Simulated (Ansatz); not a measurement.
One change: `OBCBr` becomes `CCBO`.

Ansatz, PBE0-D4/def2-TZVP geometries, multiplicity 1. Each molecule was computed in one conformer, which needn't be the lowest.

Scalar relativity is left out up to krypton.

```
                                      property  `OBCBr`
         HOMO energy (ωB97M-V/def2-TZVPP) / eV   -10.07
          HOMO–LUMO gap (PBE0/def2-TZVPP) / eV     6.97
             LUMO energy (PBE/def2-TZVPP) / eV    -1.85
         LUMO energy (ωB97M-V/def2-TZVPP) / eV     1.10
size of the dipole moment (PBE/def2-TZVPP) / D     2.00
            HOMO energy (PBE0/def2-TZVPP) / eV    -7.84
```

(1) What does the change do to each property? (An estimate is asked.)

## Answers

(1) Computed: 
```csv
property,`CCBO`,shift
HOMO energy (ωB97M-V/def2-TZVPP) / eV,-10.61,-0.54
HOMO–LUMO gap (PBE0/def2-TZVPP) / eV,8.39,1.42
LUMO energy (PBE/def2-TZVPP) / eV,-0.90,0.95
LUMO energy (ωB97M-V/def2-TZVPP) / eV,1.97,0.87
size of the dipole moment (PBE/def2-TZVPP) / D,1.81,-0.19
HOMO energy (PBE0/def2-TZVPP) / eV,-8.28,-0.44
```

With PBE0 the HOMO falls by 0.44 eV and the LUMO rises by 0.98 eV, so the gap widens by about 1.42 eV. PBE moves the HOMO by -0.29 eV and ωB97M-V by -0.54 eV. The zero-point energy changes by 97.1 kJ/mol with +9 modes. Dipoles are sizes alone; their direction can turn.

Spin–orbit coupling is left out; it splits and shifts lone-pair levels of the heavy atoms by tenths of an eV.
